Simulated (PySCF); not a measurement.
Species: H5NSiTe.
Structure used (PBE0-D3(BJ)/def2-SVP), in Å, numbered top down from 1:
```xyz
8
H5NSiTe angstrom
N     -1.0558   -0.6696    0.2299
Si    -0.0159    0.6893    0.0627
Te     1.9992    0.1019   -1.3074
H     -1.4143   -1.1734   -0.5718
H     -1.6235   -0.7972    1.0590
H     -0.5495    1.8743   -0.6847
H      0.3337    1.1159    1.4488
H      2.3811   -1.1583   -0.2883
```

Theory: PBE0-D3(BJ)/def2-SVP geometry optimisation, gas phase, def2 core potentials past Kr in PySCF 2.14.0.

(1) Which atoms are bound to Te3, and at what distances?

(2) What is the shape at Te3?

(3) What are the other bond lengths?

(4) Give some angles away from the centre.

(5) What are the rotational constants (commonest isotopes, rigid rotor)?

Results:

(1) 2 atoms: H8 1.665 Å, Si2 2.507 Å. The nearest atom not counted as bound is H6, at 3.17 Å.

(2) Bent: angle 91.6°.

(3) N1–Si2 1.719 Å; N1–H4, N1–H5 1.013 Å; Si2–H6, Si2–H7 1.496 Å.

(4) N1–Si2–Te3 110.7°.

(5) A = 15401, B = 1778, C = 1651 MHz: a near-prolate asymmetric top.

Charge 0, singlet. PBE0-D3(BJ)/def2-SVP frequencies: not computed here.

One conformer stands for the species.
